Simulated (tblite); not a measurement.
C₅H₅OS (doublet state).
Geometry (GFN2-xTB, Å), atoms numbered from 1 in this order:
```xyz
12
C5H5OS angstrom
S     -2.4506    0.2353    0.9084
C     -1.3750   -0.4423   -0.4289
C      0.0600   -0.2234   -0.1543
C      0.9707   -0.9746    0.5408
C      2.1609   -0.2338    0.4683
C      1.9306    0.8952   -0.2356
O      0.6324    0.9131   -0.6249
H     -1.9998    1.4850    0.8258
H     -1.6664    0.0444   -1.3593
H     -1.6136   -1.5030   -0.4630
H      0.8025   -1.9147    1.0216
H      2.5495    1.7181   -0.5250
```

The geometry is computed with GFN2-xTB (gas phase). This method treats the open shell by occupation alone, without spin polarisation.

Take the most abundant isotopes and a rigid rotor. The values belong to one conformer with, in the numbering `[SH:1][CH2:2][c:3]1[cH:4][c:5][cH:6][o:7]1`, H–S1–C2–C3 57°, S1–C2–C3–C4 88°.

(1) Give the principal moments of inertia and the rotational constants in cm⁻¹.

(2) Classify the top.

(3) What does the inertial defect say?

(4) Give the other two planar moments, Paa and Pbb, and the rms extents of the mass along the axes.

(5) List the rotational levels J(Ka,Kc) to J = 2 (MHz).

(6) Estimate the classical rotational partition function at 10 K, 25 K and 100 K.

Answers

(1) Ia = 83.24, Ib = 380.64, Ic = 408.87 u·Å²; 505379 MHz·u·Å²/I gives 6072, 1328 and 1236 MHz, that is A = 0.20252, B = 0.04429, C = 0.04123 cm⁻¹.

(2) A near-prolate asymmetric top: κ = (2 × 1328 − 6072 − 1236)/(6072 − 1236) = -0.96.

(3) Not planar: Δ = Ic − Ia − Ib = -55.00 u·Å². For a rigid frame Δ = −2 Σ m c², so Σ m c² = 27.50 u·Å² lies off the ab plane: 5.92 from hydrogen and 21.59 from heavier atoms. The atom farthest from that plane is 1.57 Å away.

(4) Paa = Σ m a² = (Ib + Ic − Ia)/2 = 353.14 and Pbb = Σ m b² = (Ia + Ic − Ib)/2 = 55.74 u·Å². With the mass M = 113.01 u, the rms extents √(P/M) along a, b and c are 1.77, 0.70, 0.49 Å.

(5) Above 0(0,0):
J = 1: 1(0,1) 2564, 1(1,1) 7308, 1(1,0) 7399
J = 2: 2(0,2) 7690, 2(1,2) 12343, 2(1,1) 12618, 2(2,1) 26850, 2(2,0) 26851
Those of J = 1 are B + C, A + C and A + B.

(6) Point group C1, symmetry number σ = 1; q = (√π/σ)·√((kT/h)³/(ABC)), k/h = 20836.6 MHz/K: 1690 at 10 K, 6680 at 25 K, 53400 at 100 K.

For this open shell read J as N, the rotation without spin; fine and hyperfine splittings come on top. Its GFN2-xTB frequencies are all real (lowest 42 cm⁻¹). No vibrational averaging or centrifugal distortion is included, and the geometry carries the error of its method.
